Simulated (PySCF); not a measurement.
# Pd: excitation energy

Pd [Kr] 4d10 (1S) → Pd [Kr] 4d9 5s1 (3D), as a difference of total energies. Calculation: PySCF 2.14, in x2c-TZVPPall with one added diffuse shell each of s, p, d, f type (9s7p7d3f1g, 95 functions); the spin-free X2C one-electron Hamiltonian (Gaussian nucleus). Correlated levels: valence and next inner shell: [Ar] 3d10 frozen. The calculations carry no spin-orbit coupling.

| method | excitation energy (eV) |
| --- | --- |
| UHF | -0.064 |
| MP2 (valence and next inner shell) | 1.366 |
| SCS-MP2 (valence and next inner shell) | 1.242 |
| CCSD (valence and next inner shell) | 0.752 |
| CCSD(T) (valence and next inner shell) | 0.859 |

Question: How much does correlation contribute at CCSD(T) (valence and next inner shell)?

Answer: 0.859 − (-0.064) = 0.923 eV, measured against UHF.

A first-order spin-orbit estimate (lowest level to lowest level, LS coupling) adds -0.183 eV.
